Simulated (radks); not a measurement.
Values are calculated unless marked as measured or tabulated.
All-electron atom: As V in [Ne] 3s2 3p4 3d10 4s1 4f2 (not the ground configuration).

Level of theory: scalar-relativistic Kohn-Sham, LDA (Slater exchange, Perdew-Zunger correlation), spin-polarised, spherical densities, finite nucleus; open shells are filled with parallel spins first; Fermi nuclear charge, rms radius 4.0968 fm (a radial shooting solver on a logarithmic mesh with Libxc functionals).

Energy parts (hartree):
part                       energy
total                 -2240.41500
kinetic                2283.03878
electron-nucleus      -5314.14178
Hartree                 867.81453
exchange-correlation    -77.12653

Orbitals (lengths in bohr, moments of r in powers of bohr; <r^-3> diverges for s and p1/2; r(90%) holds 90 % of the orbital's charge):
| orbital | occ. | eigenvalue (hartree) | r(90%) | <r^4> | <r^-3> | <r> |
|---|---|---|---|---|---|---|
| 1s up | 1 | -433.8765 | 0.0814 | 0.00002007 | - | 0.04555 |
| 1s down | 1 | -433.8098 | 0.0814 | 0.00002006 | - | 0.04555 |
| 2s up | 1 | -58.15786 | 0.314 | 0.004079 | - | 0.2029 |
| 2s down | 1 | -58.10592 | 0.314 | 0.004072 | - | 0.2029 |
| 2p up | 3 | -51.54382 | 0.289 | 0.002963 | 1109 | 0.1771 |
| 2p down | 3 | -51.47640 | 0.289 | 0.002959 | 1109 | 0.1771 |
| 3s up | 1 | -10.30970 | 0.873 | 0.2473 | - | 0.5874 |
| 3s down | 1 | -10.17415 | 0.874 | 0.2489 | - | 0.5883 |
| 3p up | 3 | -8.22994 | 0.912 | 0.2933 | 163.0 | 0.5990 |
| 3p down | 1 | -8.09524 | 0.914 | 0.2956 | 162.4 | 0.6002 |
| 3d up | 5 | -4.76601 | 1.01 | 0.4418 | 19.29 | 0.6168 |
| 3d down | 5 | -4.64270 | 1.01 | 0.4433 | 19.30 | 0.6175 |
| 4s up | 1 | -2.72796 | 2.19 | 9.791 | - | 1.515 |
| 4s down | 0 | -2.59499 | 2.18 | 9.683 | - | 1.509 |
| 4p up | 0 | -2.19339 | 2.43 | 14.81 | 24.45 | 1.669 |
| 4p down | 0 | -2.05583 | 2.43 | 14.86 | 25.05 | 1.665 |
| 4d up | 0 | -1.41153 | 3.09 | 37.92 | 2.331 | 2.085 |
| 4d down | 0 | -1.27488 | 3.15 | 41.30 | 2.328 | 2.113 |
| 5s up | 0 | -1.15967 | 4.34 | 156.4 | - | 3.091 |
| 5s down | 0 | -1.05901 | 4.51 | 180.8 | - | 3.201 |
| 4f up | 2 | -0.81553 | 4.26 | 135.4 | 0.1186 | 2.865 |
| 4f down | 0 | -0.70368 | 4.68 | 194.6 | 0.1012 | 3.102 |
| 5f up | 0 | -0.45483 | 7.85 | 1630 | 0.05902 | 5.414 |
| 5f down | 0 | -0.41796 | 8.51 | 2247 | 0.05163 | 5.852 |

The highest occupied level is 4f up at -22.192 eV. The configuration is held as typed, so some empty levels lie below it. The electron density at the nucleus is 3.585e+04 e/bohr^3 (large components only). Spin moment in Bohr magnetons: 5. The density falls to 0.001 e/bohr^3 at r = 4.35 bohr. The spin density at the nucleus is 42.95 e/bohr^3 (1s -2.00, 2s 0.34, 3s 1.08, 4s 43.53).
